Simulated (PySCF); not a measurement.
PySCF input file for C3H2F3, SMILES [C](C(F)=C)(F)F, multiplicity 2, TDA-PBE0/def2-SVPD. Geometry: B3LYP-D3(BJ)/def2-SVP. The isomer is the one that the SMILES or the coordinates give; other isomers of the formula were not compared. The values are those of a single conformer.

```python
import numpy as np
from pyscf import gto, scf, dft, tdscf

mol = gto.M(
    atom='''
    C    -1.08153029   -1.57326928    0.00000000
    C     0.00531984   -0.72932983    0.00000000
    F     1.24823792   -1.23946949    0.00000000
    C    -0.04443524    0.65999449    0.00000000
    F    -1.18057326    1.32497988    0.00000000
    F     1.01458470    1.43414846    0.00000000
    H    -2.09299133   -1.16997204    0.00000000
    H    -0.92337873   -2.65132996    0.00000000
    ''',
    basis='def2-SVPD',
    charge=0,
    spin=1,
    max_memory=1600,
    verbose=4,
)
mf = dft.UKS(mol, xc='pbe0').density_fit(auxbasis='def2-universal-jkfit')
mf.grids.level = 3
mf.conv_tol = 1e-9
mf.max_cycle = 100
mf.kernel()
fine, coarse = mf.grids, dft.Grids(mol).set(level=1).build(with_non0tab=True)
for _ in range(3):  # follow internal instabilities
    mf.grids = coarse
    mo, _, stable, _ = mf.stability(return_status=True, nroots=4)
    mf.grids = fine
    if stable:
        break
    mf.kernel(mf.make_rdm1(mo, mf.mo_occ))
mf.grids = dft.Grids(mol).set(level=1).build(with_non0tab=True)  # coarser grid for the response kernel
td = tdscf.TDA(mf)
td.nstates = 10
td.conv_tol = 1e-4
td.positive_eig_threshold = 1e-6
td.kernel(x0=td.get_init_guess(mf, 15))
td.analyze()
```

Log of the run:

```
PySCF version 2.14.0

[INPUT] verbose = 4
[INPUT] num. atoms = 8
[INPUT] num. electrons = 47
[INPUT] charge = 0
[INPUT] spin (= nelec alpha-beta = 2S) = 1
[INPUT] symmetry False subgroup None
[INPUT] Mole.unit = angstrom
[INPUT] Symbol           X                Y                Z      unit          X                Y                Z       unit  Magmom
[INPUT]  1 C     -1.081530290000  -1.573269280000   0.000000000000 AA   -2.043796043521  -2.973048059392   0.000000000000 Bohr   0.0
[INPUT]  2 C      0.005319840000  -0.729329830000   0.000000000000 AA    0.010053040627  -1.378233633176   0.000000000000 Bohr   0.0
[INPUT]  3 F      1.248237920000  -1.239469490000   0.000000000000 AA    2.358827807097  -2.342257875854   0.000000000000 Bohr   0.0
[INPUT]  4 C     -0.044435240000   0.659994490000   0.000000000000 AA   -0.083970433879   1.247208829822   0.000000000000 Bohr   0.0
[INPUT]  5 F     -1.180573260000   1.324979880000   0.000000000000 AA   -2.230960131385   2.503849093759   0.000000000000 Bohr   0.0
[INPUT]  6 F      1.014584700000   1.434148460000   0.000000000000 AA    1.917287213174   2.710147811367   0.000000000000 Bohr   0.0
[INPUT]  7 H     -2.092991330000  -1.169972040000   0.000000000000 AA   -3.955180394789  -2.210926728999   0.000000000000 Bohr   0.0
[INPUT]  8 H     -0.923378730000  -2.651329960000   0.000000000000 AA   -1.744932908949  -5.010287490254   0.000000000000 Bohr   0.0

nuclear repulsion = 233.537087210227
number of shells = 59
number of NR pGTOs = 209
number of NR cGTOs = 145
basis = def2-SVPD
ecp = {}


[settings echo left out]
init E= -415.078855882507
  alpha nocc = 24  HOMO = -0.151927125005162  LUMO = 0.00264114345102584
  beta  nocc = 23  HOMO = -0.309353733388746  LUMO = -0.151927125005163

WARN: HOMO -0.151927125005162 >= LUMO -0.151927125005163

cycle= 1 E= -414.144495263313  delta_E= 0.934  |g|= 0.522  |ddm|= 2.66
  alpha nocc = 24  HOMO = -0.222061475220895  LUMO = -0.00483752153436257
  beta  nocc = 23  HOMO = -0.308274237802974  LUMO = -0.139709000531165
  HOMO = -0.222061475221  LUMO = -0.139709000531  gap/eV = 2.24092
cycle= 2 E= -413.954392071467  delta_E= 0.19  |g|= 0.861  |ddm|= 1.37
  alpha nocc = 24  HOMO = -0.213006751450332  LUMO = 0.0215351976225584
  beta  nocc = 23  HOMO = -0.298911153821307  LUMO = -0.0991719859566897
  HOMO = -0.21300675145  LUMO = -0.0991719859567  gap/eV = 3.09760
cycle= 3 E= -414.257555374597  delta_E= -0.303  |g|= 0.0425  |ddm|= 0.926
  alpha nocc = 24  HOMO = -0.220661065763731  LUMO = 0.0198798345937297
  beta  nocc = 23  HOMO = -0.302360021180852  LUMO = -0.093111917326147
  HOMO = -0.220661065764  LUMO = -0.0931119173261  gap/eV = 3.47079
cycle= 4 E= -414.258670446033  delta_E= -0.00112  |g|= 0.0397  |ddm|= 0.123
  alpha nocc = 24  HOMO = -0.223036072789308  LUMO = 0.0209949894675532
  beta  nocc = 23  HOMO = -0.305160573937788  LUMO = -0.091075120279533
  HOMO = -0.223036072789  LUMO = -0.0910751202795  gap/eV = 3.59084
cycle= 5 E= -414.259598048601  delta_E= -0.000928  |g|= 0.012  |ddm|= 0.0599
  alpha nocc = 24  HOMO = -0.224132938585051  LUMO = 0.0213307630899191
  beta  nocc = 23  HOMO = -0.305467219264936  LUMO = -0.087300420699882
  HOMO = -0.224132938585  LUMO = -0.0873004206999  gap/eV = 3.72340
cycle= 6 E= -414.259810053791  delta_E= -0.000212  |g|= 0.00489  |ddm|= 0.0388
  alpha nocc = 24  HOMO = -0.225640893920312  LUMO = 0.0212867281331564
  beta  nocc = 23  HOMO = -0.306450594058984  LUMO = -0.0864806871454959
  HOMO = -0.22564089392  LUMO = -0.0864806871455  gap/eV = 3.78674
cycle= 7 E= -414.259849894572  delta_E= -3.98e-05  |g|= 0.00352  |ddm|= 0.0218
  alpha nocc = 24  HOMO = -0.225716644599423  LUMO = 0.0213291171194268
  beta  nocc = 23  HOMO = -0.306604163283968  LUMO = -0.0860890314080267
  HOMO = -0.225716644599  LUMO = -0.086089031408  gap/eV = 3.79946
cycle= 8 E= -414.259855430605  delta_E= -5.54e-06  |g|= 0.000648  |ddm|= 0.00555
  alpha nocc = 24  HOMO = -0.225636817619246  LUMO = 0.0213624105362262
  beta  nocc = 23  HOMO = -0.306473876314669  LUMO = -0.0859970130783489
  HOMO = -0.225636817619  LUMO = -0.0859970130783  gap/eV = 3.79979
cycle= 9 E= -414.259855661655  delta_E= -2.31e-07  |g|= 0.000212  |ddm|= 0.00113
  alpha nocc = 24  HOMO = -0.225662299860555  LUMO = 0.0213502442290636
  beta  nocc = 23  HOMO = -0.306514024962305  LUMO = -0.0860422072169342
  HOMO = -0.225662299861  LUMO = -0.0860422072169  gap/eV = 3.79926
cycle= 10 E= -414.259855706934  delta_E= -4.53e-08  |g|= 0.000123  |ddm|= 0.000589
  alpha nocc = 24  HOMO = -0.225658274339563  LUMO = 0.0213514897148324
  beta  nocc = 23  HOMO = -0.306504866691537  LUMO = -0.0860388579971199
  HOMO = -0.22565827434  LUMO = -0.0860388579971  gap/eV = 3.79924
cycle= 11 E= -414.259855717672  delta_E= -1.07e-08  |g|= 5.77e-05  |ddm|= 0.000225
  alpha nocc = 24  HOMO = -0.225651428543093  LUMO = 0.0213527060243237
  beta  nocc = 23  HOMO = -0.30649601243845  LUMO = -0.0860348777470437
  HOMO = -0.225651428543  LUMO = -0.086034877747  gap/eV = 3.79916
cycle= 12 E= -414.259855722042  delta_E= -4.37e-09  |g|= 2.28e-05  |ddm|= 0.000179
  alpha nocc = 24  HOMO = -0.225653020551769  LUMO = 0.0213524760927246
  beta  nocc = 23  HOMO = -0.306498829322085  LUMO = -0.0860364100385116
  HOMO = -0.225653020552  LUMO = -0.0860364100385  gap/eV = 3.79916
cycle= 13 E= -414.259855722741  delta_E= -6.98e-10  |g|= 1.37e-05  |ddm|= 8.06e-05
  alpha nocc = 24  HOMO = -0.225654282863978  LUMO = 0.0213519122293739
  beta  nocc = 23  HOMO = -0.30649626515757  LUMO = -0.0860364880131392
  HOMO = -0.225654282864  LUMO = -0.0860364880131  gap/eV = 3.79919
Extra cycle  E= -414.259855722817  delta_E= -7.64e-11  |g|= 1.8e-05  |ddm|= 4.57e-05
converged SCF energy = -414.259855722817  <S^2> = 0.78668784  2S+1 = 2.0363574
tot grids = 36384
uhf_internal: lowest eigs of H = [0.23241224 0.37127969 0.40951165 0.4161223 ]
<class 'pyscf.df.df_jk.DFUKS'> wavefunction is stable in the internal stability analysis
tot grids = 36384
Overwritten attributes  positive_eig_threshold  of <class 'pyscf.tdscf.uks.TDA'>


******** <class 'pyscf.tdscf.uks.TDA'> for <class 'pyscf.df.df_jk.DFUKS'> ********
nstates = 10
deg_eia_thresh = 1.000e-03
wfnsym = None
conv_tol = 0.0001
eigh lindep = 1e-12
eigh level_shift = 0
eigh max_cycle = 100


Excitation energies (eV)
[3.99497151 5.14182776 5.75776412 6.23657267 6.37748803 7.13953604
 7.20090551 7.25551431 7.34843327 7.43579732]

** Excitation energies and oscillator strengths **
Excited State   1:      3.99497 eV    310.35 nm  f=0.0144
      24a ->   26a      0.51657
      23b ->   24b      0.84594
Excited State   2:      5.14183 eV    241.13 nm  f=0.0000
      24a ->   25a     -0.97724
      24a ->   27a      0.13287
Excited State   3:      5.75776 eV    215.33 nm  f=0.0012
      24a ->   25a      0.15489
      24a ->   27a      0.78645
      24a ->   28a      0.52989
      24a ->   29a      0.18838
      24a ->   33a      0.10595
Excited State   4:      6.23657 eV    198.80 nm  f=0.0140
      24a ->   27a      0.56494
      24a ->   28a     -0.79557
Excited State   5:      6.37749 eV    194.41 nm  f=0.4205
      23a ->   26a      0.20118
      24a ->   26a      0.78954
      24a ->   31a     -0.10976
      23b ->   24b     -0.45589
      23b ->   28b     -0.25651
Excited State   6:      7.13954 eV    173.66 nm  f=0.0000
      24a ->   27a     -0.10982
      24a ->   28a     -0.16860
      24a ->   29a      0.92058
      21b ->   24b     -0.28229
Excited State   7:      7.20091 eV    172.18 nm  f=0.0698
      23a ->   26a      0.66154
      24a ->   26a     -0.25581
      24a ->   31a      0.11177
      23b ->   24b      0.17568
      23b ->   28b     -0.64527
Excited State   8:      7.25551 eV    170.88 nm  f=0.0002
      16b ->   24b     -0.12133
      21b ->   24b     -0.14155
      22b ->   24b      0.96290
Excited State   9:      7.34843 eV    168.72 nm  f=0.0081
      23a ->   25a      0.14116
      23b ->   25b     -0.83710
      23b ->   26b      0.36554
      23b ->   27b      0.26367
      23b ->   29b      0.12470
Excited State  10:      7.43580 eV    166.74 nm  f=0.0000
      24a ->   29a     -0.26500
      21b ->   24b     -0.92375
      22b ->   24b     -0.16110

** Transition electric dipole moments (AU) **
state          X           Y           Z        Dip. S.      Osc.
  1         0.2244      0.3114     -0.0000      0.1473      0.0144
  2        -0.0000      0.0000     -0.0146      0.0002      0.0000
  3         0.0000      0.0000     -0.0920      0.0085      0.0012
  4        -0.0000     -0.0000     -0.3027      0.0916      0.0140
  5        -0.7020     -1.4826      0.0000      2.6910      0.4205
  6         0.0000      0.0000     -0.0136      0.0002      0.0000
  7         0.2915      0.5573      0.0000      0.3956      0.0698
  8         0.0000      0.0000     -0.0344      0.0012      0.0002
  9        -0.0000     -0.0000     -0.2116      0.0448      0.0081
 10        -0.0000     -0.0000      0.0067      0.0000      0.0000

** Transition velocity dipole moments (imaginary part, AU) **
state          X           Y           Z        Dip. S.      Osc.
  1        -0.0048     -0.0023     -0.0000      0.0000      0.0001
  2         0.0000      0.0000      0.0590      0.0035      0.0123
  3         0.0000      0.0000     -0.0444      0.0020      0.0062
  4        -0.0000     -0.0000     -0.0455      0.0021      0.0060
  5        -0.0635     -0.1367      0.0000      0.0227      0.0646
  6         0.0000     -0.0000      0.0088      0.0001      0.0002
  7         0.0303      0.0568      0.0000      0.0042      0.0105
  8         0.0000      0.0000     -0.0315      0.0010      0.0025
  9        -0.0000     -0.0000     -0.0118      0.0001      0.0003
 10        -0.0000     -0.0000     -0.0144      0.0002      0.0005

** Transition magnetic dipole moments (imaginary part, AU) **
state          X           Y           Z
  1         0.0000     -0.0000      0.0837
  2         0.0092     -0.1076     -0.0000
  3        -0.0405      0.4576     -0.0000
  4        -0.5420      0.1384      0.0000
  5         0.0000     -0.0000      0.1862
  6        -0.3242     -0.0128      0.0000
  7         0.0000     -0.0000     -0.0781
  8        -0.1051      0.3526     -0.0000
  9        -0.0065      0.3490      0.0000
 10        -0.3420     -0.3926      0.0000
```

The run converged.
